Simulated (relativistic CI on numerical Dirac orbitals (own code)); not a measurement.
**Radial parameters of Au XXVI**

Computed by Dirac-Coulomb-Breit CI, separate exchange-only KLI orbitals for each configuration, model QED, unscaled Slater integrals (own radial code, finite nucleus).

Slater integrals F^k, G^k are unscaled and averaged over j, outside the closed core [Ar] 3d10 4p6 4d10; ζ comes from projecting the Hamiltonian with its Breit term on Σ l·s of the shell.

- 4s2 4f8: F^2(4f,4f) = 243510, F^4(4f,4f) = 157820, F^6(4f,4f) = 115100, ζ(4f) = 10549 cm⁻¹; <r>(4f) = 0.4248, <r^2>(4f) = 0.2087 (bohr units).
- 4s2 4f7 5s: F^2(4f,4f) = 246170, F^4(4f,4f) = 159650, F^6(4f,4f) = 116480, ζ(4f) = 10810, G^3(4f,5s) = 36124 cm⁻¹; <r>(4f) = 0.421, <r^2>(4f) = 0.2048, <r>(5s) = 0.7574, <r^2>(5s) = 0.6388 (bohr units).
- 4s2 4f6 5s2: F^2(4f,4f) = 249040, F^4(4f,4f) = 161640, F^6(4f,4f) = 117970, ζ(4f) = 11075 cm⁻¹; <r>(4f) = 0.4169, <r^2>(4f) = 0.2007 (bohr units).

Averages of the first 5 configurations, taken without configuration mixing, which lowers the lowest level and can move excited configurations by several eV; other configurations of the list can lie among them:

| Configuration | Parity | States | Average energy above the lowest level (eV) |
| --- | --- | --- | --- |
| 4s2 4f8 | even | 3003 | 24.4 |
| 4s2 4f7 5s | odd | 6864 | 120.4 |
| 4s2 4f6 5s2 | even | 3003 | 226.5 |
| 4s2 4f7 6s | odd | 6864 | 401.7 |
| 4f10 | even | 1001 | 1413.0 |
